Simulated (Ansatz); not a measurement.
**Forces on a displaced structure**

GaNH2F (SMILES [NH-][GaH][F]) (charge -1), singlet, displaced at random from a GFN2-xTB minimum.

```xyz
5
angstrom
N -0.9286 -1.0574 0.0317
Ga 0.3557 0.0554 0.1457
F 0.3774 1.7129 -0.5934
H -1.7511 -0.5248 -0.3932
H 1.8505 -0.1203 0.7911
```

Program: Ansatz 0.2.0. Basis: def2-TZVPPD. Cores are frozen in the correlated methods. Filled d shells of the heavier atoms are correlated. The def2 sets are not built for correlating such inner shells, so the correlated values are less sure here.

CCSD(T) forces from the calculation:
```json
{"atom": "N1", "Fx": "-3.181", "Fy": "-0.848", "Fz (eV/Å)": "-0.638"}
{"atom": "Ga2", "Fx": "2.612", "Fy": "1.133", "Fz (eV/Å)": "0.478"}
{"atom": "F3", "Fx": "0.051", "Fy": "0.510", "Fz (eV/Å)": "-0.119"}
{"atom": "H4", "Fx": "1.053", "Fy": "-0.888", "Fz (eV/Å)": "0.506"}
{"atom": "H5", "Fx": "-0.534", "Fy": "0.092", "Fz (eV/Å)": "-0.226"}
```

Problem. Which atom feels the largest CCSD(T) force, and how large is it?

Solution. N1, 3.35 eV/Å, along (-0.95, -0.25, -0.19).

Root-mean-square difference of the force components from those of CCSD(T): PBE0-D4 0.149; wB97M-V 0.167; r2SCAN-D4 0.113; PBE-D4 0.209; BLYP-D4 0.265; wB97X-V 0.187 eV/Å.

The T1 diagnostic stays at or below 0.018. These are differences at one structure, and CCSD(T) in triple zeta is itself an approximation.

For scale, one of the runs: CCSD(T)/def2-TZVPPD forces, 165 basis functions (an equivalent command: `ansatz run in.yaml --threads 4`). Time: 89 s of wall clock on 4 CPU threads; the host was shared. Peak host memory: 2.5 GiB.
